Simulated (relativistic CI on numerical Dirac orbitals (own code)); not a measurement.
# Hyperfine structure of Os LXXV, mass number 187

Computed by Dirac-Coulomb-Breit CI, KLI orbitals optimised for each configuration, a model potential for QED, unscaled Slater integrals (own radial code, finite nucleus).

CI space: 1s², 1s2s, 1s2p, 1s3s, 1s3p, 1s3d, 1s4s, 1s4p, 1s4d, 1s4f, 1s5s, 1s5p, 1s5d, 1s5f, 1s5g, 1s6s, 1s6p, 1s6d, 2s². Levels of other configurations are missing.

Nuclear spin I = 1/2, μ = 0.06442 μN (tables of Stone and Pyykkö). The electronic factors are computed for point nuclear moments, without core polarisation or the Bohr-Weisskopf and QED corrections.

```json
{"Level": "1s2s ³S1", "E (eV)": "62531.7", "A (GHz)": "13840"}
{"Level": "1s2p ³P°1", "E (eV)": "62651.2", "A (GHz)": "12630"}
{"Level": "1s2p ³P°2", "E (eV)": "64430.0", "A (GHz)": "6107"}
{"Level": "1s2p ¹P°1", "E (eV)": "64481.8", "A (GHz)": "-5850"}
{"Level": "1s3s ³S1", "E (eV)": "74674.3", "A (GHz)": "12570"}
{"Level": "1s3p ³P°1", "E (eV)": "74706.0", "A (GHz)": "12220"}
{"Level": "1s3p ³P°2", "E (eV)": "75235.8", "A (GHz)": "6046"}
{"Level": "1s3d ³D2", "E (eV)": "75245.5", "A (GHz)": "6037"}
```

Levels with J = 0, under 50 % of one LS term, or S terms without an open s electron are left out. Small factors come from cancelling terms and can be off by tens of per cent or more.

At this charge energies of transitions that change n are usually good to better than 1 %, and those within a shell (Δn = 0) to a few per cent.

Task: Give the hyperfine levels of 1s2s ³S1 relative to its centre of gravity.

Result: With K = F(F + 1) − I(I + 1) − J(J + 1), E = AK/2: F = 1/2: -13840, F = 3/2: 6922 GHz.

LS names give the leading component of a level, which can be under half, so a name can repeat, a term be missing and a line seem to break the LS rules.
